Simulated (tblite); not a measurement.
C5H14NPSi2.
Cartesian coordinates in Å at the GFN2-xTB level; atoms count from 1:
```xyz
23
C5H14NPSi2 angstrom
C      1.449    2.682    0.299
C      1.374    1.406   -0.045
C      1.365    0.298    0.914
C      1.999   -1.014    0.552
C      0.510   -0.934    0.692
Si    -0.621   -1.153   -0.803
P     -1.336   -3.272   -1.054
N     -2.069   -0.243   -0.560
Si    -2.273    1.415   -0.081
H      1.466    3.470   -0.433
H      1.499    2.988    1.331
H      1.330    1.126   -1.088
H      1.467    0.619    1.946
H      2.571   -1.536    1.306
H      2.409   -1.108   -0.443
H      0.114   -1.358    1.609
H      0.073   -0.793   -2.052
H     -0.076   -3.803   -1.239
H     -1.326   -3.579    0.292
H     -2.902   -0.694   -0.903
H     -1.654    2.307   -1.063
H     -1.649    1.594    1.227
H     -3.723    1.609   -0.027
```

Calculated harmonic vibrations of the isolated species, GFN2-xTB (tblite), most abundant isotopes, no scaling. Errors from tens to a few hundred cm⁻¹ against measured bands are possible. Modes of hydrogen on phosphorus and silicon can be 10 to 20 % off. One conformer, not necessarily the lowest.

Harmonic wavenumbers (cm⁻¹): 36.9, 53.0, 60.1, 67.8, 91.3, 101.5, 122.9, 142.9, 174.3, 214.1, 262.5, 298.1, 321.0, 334.7, 467.0, 490.1, 566.8, 584.5, 616.0, 631.6, 663.8, 672.3, 683.1, 726.5, 748.5, 763.2, 789.4, 813.5, 836.3, 874.7, 886.3, 954.0, 963.7, 987.5, 1009.8, 1022.5, 1059.0, 1064.3, 1094.3, 1147.6, 1182.9, 1198.9, 1238.2, 1270.3, 1304.4, 1376.1, 1428.6, 1471.6, 1701.1, 2143.6, 2242.2, 2252.3, 2273.9, 2315.1, 2404.1, 3005.2, 3025.1, 3074.3, 3077.3, 3087.4, 3103.6, 3133.9, 3468.2.

A = 1178, B = 702.1, C = 475.6 MHz; mass 175.040 u (most abundant isotopes); point group C1, symmetry number 1.

Task: Zero-point energy?

Result: ½Σν̃ = 37088 cm⁻¹ = 106.04 kcal/mol.

Task: What is S at 400 K and 1 bar for an ideal gas of classical rigid rotors and harmonic oscillators?

Result: Translation 42.87, rotation 31.96, vibration 63.60: S = 138.4 cal/(mol K).

Task: And Cp and H(400 K) − H(0)?

Result: Cp = 65.36 cal/(mol K), of which vibrations give 57.42 (their classical limit is 63 R = 125.2); H(400 K) − H(0) = 15.60 kcal/mol without the zero-point energy, 12.42 from vibrations.

Task: What must be added to the electronic energy to get the Gibbs energy at 400 K and 1 bar?

Result: ZPE + [H(400 K) − H(0)] − T·S = 106.04 + 15.60 − 55.37 = 66.27 kcal/mol.

Task: How do the functions run with temperature in this model?

Result: 
```json
{"T (K)": "50", "S (cal/(mol K))": "65.2", "Cp (cal/(mol K))": "18.5", "H − H(0) (kcal/mol)": "0.62", "G − H(0) (kcal/mol)": "-2.64", "ln q(vib)": "1.20"}
{"T (K)": "100", "S (cal/(mol K))": "80.7", "Cp (cal/(mol K))": "26.4", "H − H(0) (kcal/mol)": "1.76", "G − H(0) (kcal/mol)": "-6.31", "ln q(vib)": "3.63"}
{"T (K)": "298.15", "S (cal/(mol K))": "121.1", "Cp (cal/(mol K))": "52.9", "H − H(0) (kcal/mol)": "9.56", "G − H(0) (kcal/mol)": "-26.54", "ln q(vib)": "12.32"}
{"T (K)": "373.15", "S (cal/(mol K))": "134.0", "Cp (cal/(mol K))": "62.3", "H − H(0) (kcal/mol)": "13.89", "G − H(0) (kcal/mol)": "-36.11", "ln q(vib)": "15.32"}
{"T (K)": "500", "S (cal/(mol K))": "154.1", "Cp (cal/(mol K))": "75.3", "H − H(0) (kcal/mol)": "22.65", "G − H(0) (kcal/mol)": "-54.41", "ln q(vib)": "20.21"}
{"T (K)": "750", "S (cal/(mol K))": "188.2", "Cp (cal/(mol K))": "92.5", "H − H(0) (kcal/mol)": "43.80", "G − H(0) (kcal/mol)": "-97.34", "ln q(vib)": "29.14"}
{"T (K)": "1000", "S (cal/(mol K))": "216.4", "Cp (cal/(mol K))": "103.6", "H − H(0) (kcal/mol)": "68.42", "G − H(0) (kcal/mol)": "-148.02", "ln q(vib)": "37.16"}
```

q(vib) and H(0) count from the zero-point level.

Task: Blend soft modes into free rotors: weight 1/[1 + (100 cm⁻¹/ν̃)⁴] for the oscillator and the rest for a rotor with moment μB/(μ + B), μ = h/(8π²ν), B = 10⁻⁴⁴ kg m². What vibrational entropy results?

Result: 56.77 cal/(mol K) in place of 63.60, which changes −T·S at 400 K by +2.73 kcal/mol.

Hindered rotation and anharmonicity are outside this model. Other conformers, if any are populated, would add a mixing term that is left out. The structure is chiral; the term R ln 2 for an equal mix with its mirror image is left out.
